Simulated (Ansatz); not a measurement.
## Abstraction of Cl: BClF2 + Si2H3Cl2 → BF2 + Si2H3Cl3

Species: BClF2 (chlorodifluoroborane) `FB(F)Cl`, singlet; Si2H3Cl2 `Cl[SiH][SiH2]Cl`, doublet; BF2 `F[B]F`, doublet; Si2H3Cl3 `Cl[SiH2][SiH](Cl)Cl`, singlet. A radical takes Cl: the energy is the difference in strength between the B–Cl bond broken and the Si–Cl bond made.

Shapes, held fixed at every level: PBE0-D4/def2-TZVP. Flexible molecules stand in one conformer, not always the lowest. Programs: Ansatz 0.2.0. The zero-point and thermal change to 298 K, harmonic and unscaled (PBE0-D4/def2-TZVP), is -0.6 kJ/mol.

| level | kind | ΔH(298 K) (kJ/mol) | less CCSD(T)/CBS estimate |
| --- | --- | --- | --- |
| MP2/def2-SVP | perturbation theory | +83.5 | +24.2 |
| MP2/def2-TZVPP | perturbation theory | +57.2 | -2.1 |
| SPW92/def2-TZVPP | LDA | +79.1 | +19.8 |
| B3LYP-D4/def2-TZVPP | global hybrid | +63.9 | +4.6 |
| r2SCAN0-D4/def2-TZVPP | global hybrid | +62.5 | +3.2 |
| CCSD/def2-SVP | coupled cluster or CI | +89.7 | +30.4 |
| CCSD(T)/def2-TZVPP | coupled cluster or CI | +66.3 | +7.0 |
| CCSD(T)/CBS estimate | coupled cluster or CI | +59.3 | 0.0 |

The highest level, CCSD(T)/CBS estimate, gives ΔH(298 K) = +59.3 kJ/mol; the levels span +57.2 to +89.7. The column of differences is taken from that level and isn't an error. No measured value is set beside it here. Open shells run unrestricted. The CBS estimate extrapolates MP2 from def2-TZVPP and def2-QZVPP and adds CCSD(T) − MP2 in the triple-zeta set, cores frozen.
